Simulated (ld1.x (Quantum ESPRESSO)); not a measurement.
## germanium RRKJ: all-electron and pseudo phase curves

germanium, norm-conserving RRKJ (Kleinman–Bylander form), made with ld1.x (Quantum ESPRESSO) 7.5 (PBE, scalar-relativistic). Core [Ar] 3d10, reference 4s2 4p1.5 (charge +0.5). Waves: 4p (bound): rc 1.75 bohr; 4d channel at -0.1 Ry: rc 1.70 bohr; 4s (bound): rc 1.50 bohr. Local part: the s channel. Core correction: a·sin(br)/r model core inside 0.96 bohr. rho0 = 0.01.

The phase is arctan(r·u′/u) with u = r·R(r), unwrapped; energies in Ry, scanned from -3 to 5 Ry. A pole is an energy at which the radial function vanishes at the test radius. The pseudo phase is shifted by a multiple of π to meet the all-electron one at the reference energy, and phase errors are pseudo minus all-electron; the curves can meet again beyond the range given. Levels narrower than the energy grid can be missing from the lists of poles.

```
channel  radius (bohr)  reference energy (Ry)  poles, all-electron  poles, pseudo  unbroken range about the reference energy with phases within 0.05 rad  phase error 1 Ry above the reference energy (rad)
      s           1.90                  -1.15                 2.51           2.28                                                              below 4.4                                             -0.004
      p           1.90                  -0.54                 4.15           4.25                                                        the whole range                                             -0.000
      d           1.90                  -0.10                -2.32           none                                                            -1.8 to 1.4                                             -0.016
```

Note: ghost state, extra bound levels that the all-electron valence spectrum of the same l lacks: d at -65.2 eV. A true bound ghost makes a file unfit for plane-wave use.

Phases in the p channel:

```
E (Ry)  all-electron  pseudo
 -3.00         1.185   1.184
 -2.76         1.161   1.160
 -2.52         1.133   1.132
 -2.28         1.100   1.099
 -2.04         1.060   1.059
 -1.80         1.011   1.010
 -1.56         0.949   0.949
 -1.32         0.870   0.870
 -1.08         0.766   0.766
 -0.84         0.627   0.627
 -0.60         0.439   0.439
 -0.36         0.193   0.193
 -0.12        -0.100  -0.100
  0.12        -0.400  -0.400
  0.36        -0.660  -0.660
  0.60        -0.862  -0.862
  0.84        -1.013  -1.012
  1.08        -1.125  -1.125
  1.32        -1.210  -1.210
  1.56        -1.277  -1.276
  1.80        -1.329  -1.328
  2.04        -1.373  -1.371
  2.28        -1.409  -1.407
  2.52        -1.439  -1.437
  2.76        -1.465  -1.463
  3.00        -1.488  -1.485
  3.24        -1.509  -1.505
  3.48        -1.527  -1.523
  3.72        -1.544  -1.540
  3.96        -1.559  -1.554
  4.20        -1.574  -1.568
  4.44        -1.587  -1.581
  4.68        -1.600  -1.593
  4.92        -1.613  -1.605
```
